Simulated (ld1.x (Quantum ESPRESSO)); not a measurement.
## An all-electron radial function and its pseudo partner (O (Z = 8))

Columns: radius, all-electron u(r) and pseudo u(r) of the 2p shell (level -24.59 eV) of oxygen in the configuration [He] 2s2 2p3; LDA (PZ), non-relativistic, TM scheme, ld1.x (Quantum ESPRESSO) 7.5.

| r (bohr) | all-electron | pseudo |
| --- | --- | --- |
| 0.080 | 0.0786 | 0.0283 |
| 0.160 | 0.2358 | 0.1098 |
| 0.240 | 0.4049 | 0.2341 |
| 0.320 | 0.5568 | 0.3855 |
| 0.400 | 0.6808 | 0.5456 |
| 0.480 | 0.7748 | 0.6954 |
| 0.560 | 0.8405 | 0.8195 |
| 0.640 | 0.8813 | 0.9083 |
| 0.720 | 0.9013 | 0.9586 |
| 0.800 | 0.9045 | 0.9736 |
| 0.880 | 0.8946 | 0.9606 |
| 0.960 | 0.8746 | 0.9283 |
| 1.040 | 0.8471 | 0.8852 |
| 1.120 | 0.8144 | 0.8377 |
| 1.200 | 0.7781 | 0.7901 |
| 1.280 | 0.7395 | 0.7444 |
| 1.360 | 0.6997 | 0.7012 |
| 1.440 | 0.6596 | 0.6598 |
| 1.520 | 0.6197 | 0.6198 |
| 1.600 | 0.5806 | 0.5806 |
| 1.680 | 0.5426 | 0.5426 |
| 1.760 | 0.5059 | 0.5059 |
| 1.840 | 0.4707 | 0.4707 |
| 1.920 | 0.4372 | 0.4372 |
| 2.000 | 0.4053 | 0.4053 |
| 2.080 | 0.3752 | 0.3752 |

Problem. How many radial nodes do the two functions have?

Solution. The all-electron 2p function has n − l − 1 = 0; the pseudo-wave has 0.

Problem. At about which radius was the pseudo-wave matched?

Solution. 1.60 bohr. The columns agree to 0.0005 from 1.44 bohr on; several derivatives are matched, so the curves merge somewhat inside the radius.

Problem. Is the pseudo-wave norm-conserving?

Solution. Yes: the TM scheme keeps the norm inside the radius equal to the all-electron one, which fixes the energy derivative of the logarithmic derivative at the level.
